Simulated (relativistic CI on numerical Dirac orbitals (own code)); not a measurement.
Sensitivity of the levels of Ce XXI to α and to the nuclear radius

These numbers are calculated, not measured: Dirac-Coulomb-Breit CI, KLI orbitals optimised for each configuration, derivatives by finite differences, unscaled Slater integrals, QED left out (own radial code, finite nucleus).

CI space (outside the closed core [Ar] 3d10): 4s2 4p6 4d2, 4s2 4p5 4d3, 4s2 4p6 4d 4f, 4s 4p6 4d2 4f, 4s2 4p6 4d 5p, 4s2 4p6 4f2, 4s 4p6 4f3, 4p6 4d4, 4p5 4d5. Double excitations out of closed p, d and f shells are left out; levels of such configurations are missing from the list, as are those of other unlisted configurations, and high levels can miss mixing partners.

With x = (α/α₀)² − 1 an excitation energy changes as ω = ω₀ + qx; K = 2q/ω₀ is the relative enhancement. Terms are leading LS components, so labels can repeat. The field-shift factor is F = δν/δ⟨r²⟩ for the transition from the lowest level.

Lowest level 4s2 4p6 4d2 3F_2.

```csv
Level,ω₀ (cm⁻¹),q (cm⁻¹),F (GHz/fm²)
4s2 4p6 4d2 3F_3,29697,33220,0.433
4s2 4p6 4d2 3P_0,38228,5672,0.163
4s2 4p6 4d2 3F_4,50518,45180,0.623
4s2 4p6 4d2 3P_2,52200,31680,0.5
4s2 4p6 4d2 3P_1,58051,33380,0.535
4s2 4p6 4d2 1G_4,84975,56270,0.852
4s2 4p6 4d2 3P_2,90695,67960,0.995
4s2 4p6 4d2 1S_0,143819,61230,0.912
4s2 4p5 4d3 5F°_2,754344,31870,2.45
4s2 4p5 4d3 5D°_1,757327,34840,2.44
4s2 4p5 4d3 5F°_3,764900,51830,2.72
4s2 4p5 4d3 5D°_0,764954,41820,2.59
4s2 4p5 4d3 5S°_2,775858,63800,2.5
```

At this charge energies of transitions that change n are usually good to better than 1 %, and those within a shell (Δn = 0) to a few per cent. Terms inside the open d or f shell come out 10 to 20 % too wide with unscaled integrals.

Question: Which transition from the lowest level has the largest |K|?

Answer: 4s2 4p6 4d2 3F_3 at 29697 cm⁻¹, K = 2.24.
